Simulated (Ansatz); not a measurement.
From B to In: the atomisation energy (no zero-point term)

One atom is swapped for its congeners: BH(NH2)2; AlH(NH2)2; GaH(NH2)2; InH(NH2)2. All are singlets with charge 0.

Shapes, held fixed at every level: PBE0-D4/def2-TZVP. Programs: Ansatz 0.2.0. Values in eV.

```csv
level,BH(NH2)2,AlH(NH2)2,GaH(NH2)2,InH(NH2)2
PBE-D4/def2-TZVPP,31.37,27.41,25.82,24.17
BHLYP-D4/def2-TZVPP,30.06,26.45,24.66,22.92
PBE0-D4/def2-TZVPP,30.74,26.85,25.26,23.55
wB97X-V/def2-TZVPP,30.82,27.32,25.69,24.05
MP2/def2-SVP,28.94,25.06,23.60,21.65
CCSD(T)/def2-TZVPP,29.70,26.31,24.85,23.09
```

At CCSD(T)/def2-TZVPP the atomisation energy falls at every step, from 29.70 to 23.09 eV. Every level shows the same order. For atoms past krypton def2 sets carry core potentials with scalar relativity. Relativity is left out for Ga unless named. Correlated rows may include outer-core shells of Ga, In, which these sets cover unevenly. Spin-orbit coupling, which grows down the group, is left out (summed over each molecule's free atoms 0.00, 0.01, 0.07, 0.18 eV).
